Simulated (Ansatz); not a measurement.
F$_{3}$Zr (SMILES [F][Zr+]([F])[F]), charge +1, singlet, geometry from GFN2-xTB (such geometries of metal compounds can be far from the true shape) (the multiplicity is a formal guess) (core potentials on Zr); HF/def2-SV(P) (Ansatz, a first-principles code).

Ansatz was given this input:
Ansatz 0.2 input:
```yaml
crystal:
  periodic: [false, false, false]
  atoms:
    - {symbol: Zr, position_ang: [0.02000427, 0.26414978, 0.08294750]}
    - {symbol: F, position_ang: [1.66513418, -0.48457307, -0.23468234]}
    - {symbol: F, position_ang: [-0.80901794, -0.79026402, 1.33548922]}
    - {symbol: F, position_ang: [-0.94502410, 0.10083807, -1.46946243]}
basis:
  gaussian:
    orbitals: def2-SV_P_.json
hamiltonian:
  xc: hf
total_charge: 1
```
The basis file holds def2-SV(P) in the JSON format of the Basis Set Exchange.

Problem. Write the output that Ansatz gives for this input, abridged.

Solution. 
```
Functional definition: HF
698 factors; integrals over basis functions are off by at most 2.4e-4 eV
mean field evaluation 1: about -9362.3158 eV, gradient 8.2e1 eV
mean field evaluation 2: about -9362.3909 eV, gradient 8.2e1 eV
mean field evaluation 4: about -9374.1336 eV, gradient 2.7e0 eV
mean field evaluation 8: about -9374.2079 eV, gradient 1.7e-1 eV
mean field -9374.20806852 eV, -344.4957924518 hartree, gradient 6.6e-6 eV, S^2 0.000000; 0 other end points of the search recorded, 0 dependent functions left out
reference -9374.20806852 eV, -344.4957924518 hartree; 19, 19 occupied and 47, 47 virtual orbitals, 698 factors
Total energy: -9374.20806852 eV, -344.4957924518 hartree
```
